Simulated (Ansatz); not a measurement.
Job for Ansatz (a first-principles code): U-PBE/cc-pVTZ on CH3N (SMILES C=N), a point of a bond scan (R = 1.263 Å).

Ansatz 0.2 input:
```yaml
crystal:
  periodic: [false, false, false]
  atoms:
    - {symbol: C, position_ang: [-0.55740008, 0.17855308, 0.01045098]}
    - {symbol: N, position_ang: [0.60302823, -0.31992002, -0.01201016]}
    - {symbol: H, position_ang: [-1.41804796, -0.49076045, 0.02134142]}
    - {symbol: H, position_ang: [-0.77858901, 1.25082695, 0.02015765]}
    - {symbol: H, position_ang: [1.31983979, 0.40805513, -0.02013386]}
basis:
  gaussian:
    orbitals: cc-pVTZ
hamiltonian:
  xc: {name: PBE}
magnetization: {spin_polarized: true, initial_magnetization: 0}
```

Predict the final total energy.

-94.5427 hartree.
